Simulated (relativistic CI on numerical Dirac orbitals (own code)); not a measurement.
Slater and spin-orbit integrals, Kr XII

Method of calculation: Dirac-Coulomb-Breit CI, orbitals from a KLI potential per configuration, a model potential for QED, unscaled Slater integrals (own radial code, finite nucleus).

Slater integrals F^k, G^k are unscaled and averaged over j, outside the closed core [Ne]; ζ comes from projecting the Hamiltonian with its Breit term on Σ l·s of the shell.

- 3s2.3p6.3d7: F^2(3d,3d) = 198880, F^4(3d,3d) = 126590, ζ(3d) = 4566.8 cm⁻¹; <r>(3d) = 0.4965, <r^2>(3d) = 0.2937 (bohr units).
- 3s2.3p5.3d8: ζ(3p) = 46160, F^2(3d,3d) = 198310, F^4(3d,3d) = 126210, F^2(3p,3d) = 189660, G^1(3p,3d) = 222720, G^3(3p,3d) = 141440, ζ(3d) = 4473 cm⁻¹; <r>(3p) = 0.5142, <r^2>(3p) = 0.3066, <r>(3d) = 0.4977, <r^2>(3d) = 0.2953 (bohr units).
- 3s2.3p4.3d9: F^2(3p,3p) = 193880, ζ(3p) = 46209, F^2(3p,3d) = 189340, G^1(3p,3d) = 222530, G^3(3p,3d) = 141250, ζ(3d) = 4381.2 cm⁻¹; <r>(3p) = 0.5148, <r^2>(3p) = 0.3074, <r>(3d) = 0.499, <r^2>(3d) = 0.2969 (bohr units).

(1) Give the Racah parameters of the d shell in 3s2.3p6.3d7.

Averages of the first 10 configurations, taken without configuration mixing, which lowers the lowest level and can move excited configurations by several eV; other configurations of the list can lie among them:

```json
{"Configuration": "3s2.3p6.3d7", "Parity": "even", "States": "120", "Average energy above the lowest level (eV)": "7.5"}
{"Configuration": "3s2.3p5.3d8", "Parity": "odd", "States": "270", "Average energy above the lowest level (eV)": "130.6"}
{"Configuration": "3s2.3p4.3d9", "Parity": "even", "States": "150", "Average energy above the lowest level (eV)": "256.2"}
{"Configuration": "3s.3p6.3d8", "Parity": "even", "States": "90", "Average energy above the lowest level (eV)": "208.0"}
{"Configuration": "3s2.3p6.3d6.4s", "Parity": "even", "States": "420", "Average energy above the lowest level (eV)": "141.8"}
{"Configuration": "3s2.3p6.3d6.4p", "Parity": "odd", "States": "1260", "Average energy above the lowest level (eV)": "164.7"}
{"Configuration": "3p6.3d9", "Parity": "even", "States": "10", "Average energy above the lowest level (eV)": "412.1"}
{"Configuration": "3s2.3p6.3d6.4d", "Parity": "even", "States": "2100", "Average energy above the lowest level (eV)": "200.2"}
{"Configuration": "3s2.3p6.3d5.4s2", "Parity": "even", "States": "252", "Average energy above the lowest level (eV)": "289.6"}
{"Configuration": "3s2.3p6.3d5.4s.4p", "Parity": "odd", "States": "3024", "Average energy above the lowest level (eV)": "310.5"}
```

Answers

(1) B = F²/49 − 5F⁴/441 = 2623 cm⁻¹ and C = 35F⁴/441 = 10047 cm⁻¹.
